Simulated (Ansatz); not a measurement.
Reactions of C$_{3}$H$_{6}$N$_{2}$O (`CN(C=N)C=O`).

Calculated with Ansatz (gas phase, PBE0-D4/def2-TZVP geometries, no zero-point term in ΔE). CBS: MP2 limit from def2 TZ/QZ plus the TZ coupled-cluster correction, frozen cores. This one scheme is used for every species. Functionals use def2-TZVPP. B3LYP here is the variant with VWN-RPA as its local correlation; programs differ in this. Elements past krypton have def2 core potentials. For Sb outer-core shells are correlated without core-valence functions, which leaves a few kJ/mol of doubt a bond. One conformer a species, not always the lowest.

| reaction | CCSD(T)/CBS(def2) (eV) |
| --- | --- |
| `CN(C=N)C=O` + `C=O` → `N=CC=O` + `CNC=O` | 0.02 |
| `CN(C=N)C=O` + HCl → `N=CCl` + `CNC=O` | 0.43 |
| `CN(C=N)C=O` + `FC(F)Cl` → `O=CC(F)(F)Cl` + `CNC=N` | 0.78 |
| `CN(C=N)C=O` + `[NH2][SbH2]` → `O=C[NH][SbH2]` + `CNC=N` | ? |

**Question.** Fill in the missing values. (Estimate.)

**Answer.** Computed: `CN(C=N)C=O` + `[NH2][SbH2]` → `O=C[NH][SbH2]` + `CNC=N`: -0.14 eV.

Largest T1 diagnostic: 0.017, for `O=C[NH][SbH2]`.
